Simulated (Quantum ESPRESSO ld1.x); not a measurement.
Values are calculated unless marked as measured or tabulated.
Isoelectronic series with 14 electrons, all held in the configuration [Ne] 3s2 3p2, which need not be the ground one along the series. Code: ld1.x of Quantum ESPRESSO 7.5. Model: scalar-relativistic Kohn-Sham, relativistic LDA (MacDonald-Vosko exchange, VWN5 correlation), spin-unpolarised, spherical densities, point nucleus. Total energies (hartree) and mean radii <r> (bohr):

ion,E (hartree),3p,3s,2p,2s
Si,-288.6965,2.793,2.159,0.5389,0.5710
P+,-340.2696,2.133,1.819,0.4860,0.5221
S2+,-396.3773,1.763,1.577,0.4427,0.4808
Cl3+,-457.0131,1.515,1.396,0.4064,0.4453
Ar4+,-522.1779,1.334,1.255,0.3756,0.4146
K5+,-591.8762,1.194,1.141,0.3491,0.3877
Ca6+,-666.1150,1.082,1.046,0.3261,0.3640
Sc7+,-744.9026,0.9907,0.9669,0.3060,0.3430
Ti8+,-828.2490,0.9140,0.8990,0.2881,0.3242
V9+,-916.1653,0.8487,0.8403,0.2722,0.3074
Cr10+,-1008.6633,0.7924,0.7889,0.2580,0.2921
Mn11+,-1105.7560,0.7433,0.7435,0.2452,0.2783
